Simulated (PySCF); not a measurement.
# Dipole moment and polarisability of `[SiH3]SC1=CCc2ccccc21`

Species: C9H10SSi.
Structure used (PBE0-D3(BJ)/def2-SVP), in Å, numbered top down from 1:
```xyz
21
C9H10SSi angstrom
Si     3.7624   -0.6858    0.7354
S      1.9358    0.4038    1.0247
C      0.7239   -0.7953    0.5837
C      0.8482   -2.0837    0.1856
C     -0.5016   -2.6879   -0.0685
C     -1.4450   -1.5613    0.2386
C     -2.8314   -1.5028    0.1893
C     -3.4661   -0.3046    0.5299
C     -2.7221    0.8146    0.9130
C     -1.3289    0.7629    0.9659
C     -0.6995   -0.4329    0.6264
H      3.9187   -1.1184   -0.6849
H      3.8237   -1.8881    1.6180
H      4.8278    0.2876    1.1049
H      1.7790   -2.6374    0.0591
H     -0.6071   -3.0407   -1.1105
H     -0.6873   -3.5683    0.5734
H     -3.4193   -2.3745   -0.1101
H     -4.5564   -0.2421    0.4962
H     -3.2385    1.7413    1.1745
H     -0.7444    1.6362    1.2655
```

Level: CAM-B3LYP/def2-SVPD (PySCF), static field, nuclei fixed, core orbitals frozen in the response. The polarisability tensor in these axes (au):

```
x   203.88  -5.43   3.41
y    -5.43 152.41  18.16
z     3.41  18.16  99.33
```

Question: Give the principal values, the mean and the anisotropy Δα = √{½[(α1 − α2)² + (α2 − α3)² + (α1 − α3)²]}.

Answer: Principal values 93.49, 157.66 and 204.47 au; mean 151.87 au = 22.51 Å³ = 25.04 × 10⁻⁴⁰ C²·m²/J; Δα = 96.50 au (64 % of the mean).

Question: What is the dipole moment, and where does it point?

Answer: (0.07, -1.52, -0.49) D, 1.60 D in size, pointing from the negative to the positive side. Measured along this direction, the outermost atoms are H20 at the negative end and H16 and H17 at the positive end.

Question: What are the principal values of the traceless quadrupole moment, Θ = ½Σq(3rr − r²1), about the centre of nuclear charge?

Answer: -11.13, 3.11, 8.02 D·Å. The values depend on the origin, since the dipole doesn't vanish. The electronic extent ⟨r²⟩ about the same centre is 2670 bohr², a root-mean-square distance of 2.82 Å for the 94 electrons.

Question: Rayleigh depolarisation ratio (linearly polarised light, static tensor)?

Answer: ρ = 3Δα²/(45ᾱ² + 4Δα²) = 27936.1/(1037959 + 37248.2) = 0.026.

Question: Estimate the molar refractivity from the static electronic polarisability.

Answer: Lorentz–Lorenz: R = (4π/3)N_A α = 2.5225 cm³/(mol·Å³) × 22.51 Å³ = 56.8 cm³/mol, in the limit of long wavelengths.

Question: Give the principal axes and the span of the nuclei along them.

Answer: Largest value along (1.00, -0.10, 0.02), where the nuclei span 9.29 Å; middle along (0.09, 0.95, 0.30), 5.14 Å; least along (-0.04, -0.30, 0.95), 2.43 Å. The response follows the extents in order.

Question: Refractivity n − 1 of an ideal gas of it at 350 K and 1 atm, from the electronic α?

Answer: N = p/kT = 2.0968 × 10¹⁹ cm⁻³, so n − 1 = 2π × N × 22.51 × 10⁻²⁴ cm³ = 2965 × 10⁻⁶ at long wavelengths, for an ideal gas.

Geometry: PBE0-D3(BJ)/def2-SVP, one conformer, isolated molecule.
